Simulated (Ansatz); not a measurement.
# What each rung costs, and what it gives

Saddle point of AlNH₄SO, closed shell (AlNH₄SO ([NH2][Al]([OH])[SH]) → AlHSO ([OH][Al][S]) + NH₃ (still joined by a long Al–N bond); bonds formed: N2–H4; bonds broken: S3–H4; bonds weakened to dative contacts: Al1–N2), PBE0-D4/def2-TZVP structure:

Al1  (-0.634, 0.103, -0.187)
N2  (1.145, -0.214, 0.331)
S3  (-0.891, -1.894, -0.767)
H4  (0.578, -1.377, -0.146)
O5  (-1.321, 1.636, -0.039)
H6  (1.416, -0.237, 1.307)
H7  (1.925, 0.138, -0.210)
H8  (-2.219, 1.846, -0.288)
(Å)

Barriers are electronic and count from the start structure reached by relaxing down the imaginary mode.

Ansatz 0.2.0; basis: as named in each row; cores frozen in the correlated methods. B3LYP uses VWN-RPA correlation. Extrapolation: Hartree–Fock as exp(−7.88 √X), correlation as X^−2.97.

Times are rough, for one single point on 4 threads of a shared host (Arm Neoverse V1).

The estimate by CCSD(T) at an estimated basis limit (MP2 extrapolated from triple and quadruple zeta, plus CCSD(T) − MP2 in triple zeta) is 32.66 kcal/mol.

```json
{"method": "HF", "basis": "STO-3G", "time (s)": "under 1", "barrier (kcal/mol)": "68.47", "method less estimate": "35.81"}
{"method": "PBE-D4", "basis": "STO-3G", "time (s)": "under 1", "barrier (kcal/mol)": "29.78", "method less estimate": "-2.89"}
{"method": "SPW92", "basis": "def2-SVP", "time (s)": "under 1", "barrier (kcal/mol)": "16.70", "method less estimate": "-15.97"}
{"method": "PBE-D4", "basis": "def2-SVP", "time (s)": "under 1", "barrier (kcal/mol)": "21.40", "method less estimate": "-11.26"}
{"method": "B3LYP-D4", "basis": "6-31G", "time (s)": "under 1", "barrier (kcal/mol)": "26.21", "method less estimate": "-6.45"}
{"method": "PBE0-D4", "basis": "def2-SVP", "time (s)": "under 1", "barrier (kcal/mol)": "25.75", "method less estimate": "-6.91"}
{"method": "SPW92", "basis": "def2-TZVPP", "time (s)": "under 1", "barrier (kcal/mol)": "20.10", "method less estimate": "-12.56"}
{"method": "PBE-D4", "basis": "def2-TZVPP", "time (s)": "1", "barrier (kcal/mol)": "24.40", "method less estimate": "-8.26"}
{"method": "BLYP-D4", "basis": "def2-TZVPP", "time (s)": "1", "barrier (kcal/mol)": "28.35", "method less estimate": "-4.31"}
{"method": "CCSD(T)", "basis": "def2-SVP", "time (s)": "1", "barrier (kcal/mol)": "32.26", "method less estimate": "-0.41"}
{"method": "B3LYP-D4", "basis": "def2-TZVPP", "time (s)": "2", "barrier (kcal/mol)": "31.21", "method less estimate": "-1.46"}
{"method": "BHLYP-D4", "basis": "def2-TZVPP", "time (s)": "2", "barrier (kcal/mol)": "35.82", "method less estimate": "3.16"}
{"method": "PBE0-D4", "basis": "def2-TZVPP", "time (s)": "2", "barrier (kcal/mol)": "28.26", "method less estimate": "-4.40"}
{"method": "CAM-B3LYP-D4", "basis": "def2-TZVPP", "time (s)": "2", "barrier (kcal/mol)": "33.20", "method less estimate": "0.54"}
{"method": "r2SCAN-D4", "basis": "def2-TZVPP", "time (s)": "3", "barrier (kcal/mol)": "27.62", "method less estimate": "-5.05"}
{"method": "r2SCAN0-D4", "basis": "def2-TZVPP", "time (s)": "3", "barrier (kcal/mol)": "30.17", "method less estimate": "-2.50"}
{"method": "wB97M-V", "basis": "def2-SVP", "time (s)": "3", "barrier (kcal/mol)": "29.45", "method less estimate": "-3.21"}
{"method": "B2PLYP", "basis": "def2-TZVPP", "time (s)": "3", "barrier (kcal/mol)": "31.75", "method less estimate": "-0.92"}
{"method": "PBE-QIDH", "basis": "def2-TZVPP", "time (s)": "4", "barrier (kcal/mol)": "30.89", "method less estimate": "-1.77"}
{"method": "RPA on PBE", "basis": "def2-TZVPP", "time (s)": "4", "barrier (kcal/mol)": "33.11", "method less estimate": "0.45"}
{"method": "wB97X-V", "basis": "def2-TZVPP", "time (s)": "5", "barrier (kcal/mol)": "33.34", "method less estimate": "0.68"}
{"method": "B97M-V", "basis": "def2-TZVPP", "time (s)": "6", "barrier (kcal/mol)": "30.32", "method less estimate": "-2.34"}
{"method": "wB97M-V", "basis": "def2-TZVPP", "time (s)": "6", "barrier (kcal/mol)": "32.21", "method less estimate": "-0.45"}
{"method": "MP2", "basis": "def2-QZVPP", "time (s)": "12", "barrier (kcal/mol)": "30.93", "method less estimate": "-1.73"}
{"method": "CCSD(T)", "basis": "def2-TZVPP", "time (s)": "40", "barrier (kcal/mol)": "33.04", "method less estimate": "0.38"}
```

All methods are single points on the PBE0-D4 structures.

The T1 diagnostic stays at or below 0.015.

Labels in which every atom is bracketed show which atoms are joined, not bond orders.
